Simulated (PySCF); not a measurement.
# How methods differ on the ionisation energy of Ne²⁺

Ne²⁺ [He] 2s2 2p4 (3P) → Ne³⁺ [He] 2s2 2p3 (4S), as a difference of total energies. Computed with PySCF 2.14 in aug-cc-pVTZ (5s4p3d2f, 46 functions), with no relativity, point nucleus. Correlated levels: valence: 1s2 frozen. The calculations carry no spin-orbit coupling.

**Question.** Order these methods by the ionisation energy they give, lowest first.
A. UHF
B. MP2 (valence)
C. SCS-MP2 (valence)
D. CCSD(T) (valence)

**Answer.** A (61.836 eV), B (63.025 eV), D (63.076 eV), C (63.129 eV).

A first-order spin-orbit estimate (lowest level to lowest level, LS coupling) adds 0.037 eV.

Errors of the correlated levels include the incompleteness of this basis and the frozen core.

For comparison: 63.423 eV (measured; NIST Atomic Spectra Database, ionization energies).
